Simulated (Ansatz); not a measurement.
Mulliken charges of `[OH][Nb]([OH])([OH])([Cl])[Cl]` from B3LYP/def2-TZVPP in Ansatz (PBE0-D4/def2-TZVP geometry).

```
atom   x (Å)   y (Å)   z (Å)  charge (e)
  O1   1.783  -0.323   0.265      -0.468
 Nb2   0.000   0.230   0.061       1.386
  O3  -1.218  -0.598   1.212      -0.464
  O4  -0.283  -0.958  -1.356      -0.460
 Cl5  -0.718   1.901  -1.407      -0.320
 Cl6   0.411   1.963   1.605      -0.324
  H7   2.374   0.099   0.895       0.218
  H8  -1.760  -1.362   0.997       0.213
  H9  -0.501  -0.999  -2.288       0.219
```

Q: By hand: the dipole of these point charges (1 e Å = 4.8032 D).

A: Σ q r = (-0.010, -0.544, -0.141) e Å, of length 0.562 e Å = 2.70 D.

Q: How does the dipole of the full density compare? (An estimate is asked.)

A: The calculation gave: (-0.063, -0.692, -0.228) e Å, 3.51 D; the point charges give 0.77 times that, at 5° from its direction.

Point charges leave out the atoms' own dipoles, such as those of lone pairs, and Mulliken's split depends on the basis, so the two needn't agree.

B3LYP here is the variant with VWN-RPA as its local correlation; programs differ in this.
